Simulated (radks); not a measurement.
These are the eigenvalues of the occupied orbitals of an atom or ion with whole-number occupations (eV). Method: scalar-relativistic Kohn-Sham, SCAN, spin-polarised, spherical densities, finite nucleus; meta-GGA in the generalised Kohn-Sham scheme; Fermi nuclear charge, rms radius of each element as measured or else 0.836 A^(1/3) + 0.57 fm; computed with a radial shooting solver on a logarithmic mesh with Libxc functionals.

orbital  eigenvalue
1s up     -84960.04
1s down   -84959.64
2s up     -16512.00
2s down   -16507.21
2p up     -14475.63
2p down   -14470.92
3s up     -5213.659
3s down   -5210.524
3p up     -4620.043
3p down   -4616.327
3d up     -4005.817
3d down   -4000.205
4s up     -2294.648
4s down   -2274.376
4p up     -2077.741
4p down   -2057.981
4d up     -1834.613

Which element is it, and in what charge state? The configuration may be excited. Open shells, if any, are filled with parallel spins first.

Answer. Z = 80, mercury, charge +39: Hg39+ in [Kr] 4d5. The list shows which subshells hold electrons but not how many an open one holds; the 1s level, -3122.2 hartree, gives Z - s = 79.0 by -(Z - s)^2/2, which with screening and relativity narrows Z to a few neighbours, and the depths of the outer levels then fix element, charge and occupations together.
